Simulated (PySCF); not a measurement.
# A small calculation by hand: oscillator strength and radiative lifetime

B(Cl)(OH)(SH) (BClH₂OS), SMILES OB(S)Cl.

Geometry: B3LYP-D3(BJ)/def2-SVP. One conformer was computed; it need not be the lowest.

TDDFT-LC-ωPBE/def2-SVPD (PySCF 2.14.0) puts the first singlet state with f over 0.02 at 7.10 eV (vertical), with the transition dipole (-0.418, -0.999, 0.000) in atomic units.

Question: Find the oscillator strength, the wavelength and the radiative lifetime that this transition would have in vacuum if emission retraced absorption.

Answer: 
|μ|² = 1.1727 au, so |μ| = 2.75 D. ΔE = 7.10/27.211 = 0.2609 hartree. f = (2/3) ΔE |μ|² = 0.204 (the program prints 0.204).
λ = 1239.84/7.10 = 175 nm; ν = 57265 cm⁻¹.
Einstein's coefficient A = 0.6670 ν² f s⁻¹ (ν in cm⁻¹) = 4.5e8 s⁻¹, so τ = 1/A = 2.2 ns. This state is S2; the lower singlet has f = 0.004. The figure is the radiative limit of this one transition; relaxation, internal conversion, crossing to triplets and a medium change what is measured.
